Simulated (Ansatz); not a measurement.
`[CH3][Ti]([OH])([F])[Cl]` + H₂O → `[OH][Ti]([OH])([F])[Cl]` + CH₄ at 298.15 K and 1 bar (formal hydrolysis of a Ti–C bond).

Computed with Ansatz on PBE0-D4/def2-TZVP structures; ΔE is electronic, products minus reactants. CBS: MP2 limit from def2 TZ/QZ plus the TZ coupled-cluster correction, frozen cores. This one scheme is used for every species. For Ti outer-core shells are correlated without core-valence functions, which leaves a few kJ/mol of doubt a bond. Scalar relativity is left out up to krypton. One conformer a species, not always the lowest.

```
                   species  CCSD(T)/CBS energy (Eh)  H − E (kJ/mol)  S (J/(mol·K))
`[CH3][Ti]([OH])([F])[Cl]`              -1524.31841           159.1          381.7
                       H₂O                -76.37941            66.4          188.7
 `[OH][Ti]([OH])([F])[Cl]`              -1560.29034           100.1          369.4
                       CH₄                -40.46206           127.4          186.2
```

H − E and S are ideal-gas, rigid-rotor, harmonic terms from PBE0-D4/def2-TZVP, for one conformer and one mirror image of each species. 1 Eh = 2625.50 kJ/mol, R = 8.31446 J/(mol·K).

**Question.** By hand: ΔE, ΔH, ΔS and ΔG.

**Answer.** ΔE = (-1560.29034) + (-40.46206) − (-1524.31841) − (-76.37941) = -0.05458 Eh = -143.3 kJ/mol. Δ(H − E) = 100.1 + 127.4 − 159.1 − 66.4 = 2.0, so ΔH = -141.3 kJ/mol. ΔS = 369.4 + 186.2 − 381.7 − 188.7 = -14.8 J/(mol·K). ΔG = -141.3 − 298.15 × (-14.8)/1000 = -136.9 kJ/mol.

**Question.** By hand: the equilibrium constant, and the temperature at which ΔG would vanish if ΔH and ΔS stayed fixed.

**Answer.** log₁₀ K = −ΔG/(RT ln 10) = 24.0. ΔG = 0 at ΔH/ΔS = 9547 K, far beyond where these terms or the molecules hold.

The number of gas molecules stays the same, so ΔS is small and ΔH decides. A doubt of 5 kJ/mol in ΔE shifts log₁₀ K by 0.9 here. Other conformers and mirror images would add mixing entropy, several J/(mol·K) or more a flexible species. These are equilibria of isolated gas molecules and say nothing of rates. Largest T1 diagnostic: 0.024 (customary marks: 0.02 for closed shells, 0.045 for open ones).
